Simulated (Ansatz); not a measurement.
Reaction (ligand exchange at the Si–S bond): `BC(=C)S[SiH2]F` + `O[SiH2][SiH3]` → `F[SiH2]O[SiH2][SiH3]` + `BC(=C)S`

Gas-phase electronic energies from Ansatz, PBE0-D4/def2-TZVP geometries. CCSD(T)/CBS is the MP2 limit (def2-TZVPP, def2-QZVPP) plus CCSD(T) − MP2 in def2-TZVPP, frozen cores. DFT in def2-TZVPP. One conformer a species, not always the lowest.

```
             level  ΔE (kJ/mol)
            PBE-D4        -54.7
            B2PLYP        -75.4
            r2SCAN        -67.4
              PBE0        -61.9
SCS-MP2/def2-TZVPP        -76.9
   CCSD/def2-TZVPP        -78.2
CCSD(T)/def2-TZVPP        -73.8
     MP2/CBS(def2)        -68.3
```

(1) What does CCSD(T)/CBS give? (Best estimate.)

Largest T1 diagnostic among the species: 0.012.

Answers

(1) Computed: -71.5 kJ/mol. The listed levels differ from it by 16.8, -3.9, 4.1, 9.6, -5.4, -6.7, -2.3, 3.2 kJ/mol.

In def2-TZVPP, CCSD(T) changes the Hartree–Fock value by +21.2 kJ/mol (the triples alone add +4.4 kJ/mol) and MP2 by +24.4 kJ/mol. From PBE to PBE0 (25 % exact exchange), in def2-TZVPP and without D4, ΔE moves by −5.7 kJ/mol.
